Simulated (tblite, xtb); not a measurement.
F4Sn, charge -1, doublet, at a GFN2-xTB geometry (such geometries of metal compounds can be far from the true shape) (a state made from the parent by changing its charge; the spin is typed, not shown lowest). Base run: xtb with GFN1-xTB.

The xtb input:
```
$ xtb mol.xyz --gfn 1 --chrg -1 --uhf 1 --json

# file mol.xyz
5

F     -1.14349714    -1.78303274    -0.87539354
Sn     0.00000000     0.00000000     0.00000000
F     -1.36890091     1.83770533     0.04532888
F      0.67888066    -0.49971285     2.13131729
F      1.83351739     0.44504026    -1.30125264
```

Programs used: tblite, xtb; a row that names a program was run with it.

Variants of this job, named by their change:

```
change                                                      ΔE vs base (kcal/mol)  G_solv (kcal/mol)  SCF cycles
----------------------------------------------------------  ---------------------  -----------------  ----------
base                                                                        0.000                  -           7
alpb = toluene                                                             -34.19             -34.25           7
program = tblite; method = gfn1; option = (--guess, eeq)                    0.000                  -           -
alpb = benzene                                                             -46.19             -46.25           7
gbsa = chcl3                                                               -51.29             -51.38           7
etemp = 1000                                                               -0.130                  -           7
program = tblite; method = gfn1; option = (--alpb, water)                  -46.53                  -           -
program = tblite; method = gfn1; option = --spin-polarized                  -2.44                  -           -
```

ALPB and GBSA are two models with their own fitted parameters for each solvent, which aren't always the measured dielectric constant.
